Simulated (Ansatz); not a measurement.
Reaction (SMILES): N[SiH2]N + [SiH4] (SiH4) -> 2 N[SiH3]
Structures are relaxed separately at B3LYP-D3(BJ)/def2-TZVP in Ansatz (a quantum-chemistry and plane-wave program), one conformer each, not searched for the lowest.

Wanted: bond separation energy (electronic energy difference), in kcal/mol. Valence correlation only, unless marked. No spin-orbit coupling. No relativistic terms. CBS(X,Y): correlation extrapolated as X^-3; Hartree-Fock from the larger set.

```tsv
level	program	bond separation energy (kcal/mol)
BLYP/def2-TZVPD	Ansatz	[?]
revPBE-D3(BJ)/def2-TZVPD	Ansatz + dftd3	5.1
r2SCAN/def2-TZVPD	Ansatz	5.2
r2SCAN-D4/def2-TZVPD	Ansatz + dftd4	5.3
BHLYP-D3(BJ)/def2-TZVPD	Ansatz + dftd3	4.7
CCSD(T)/CBS(cc-pV(T+d)Z,cc-pV(Q+d)Z)	Ansatz	5.1
```

Question: Some entries are withheld; supply them.

Answer: 
- BLYP/def2-TZVPD, bond separation energy (kcal/mol): 5.0
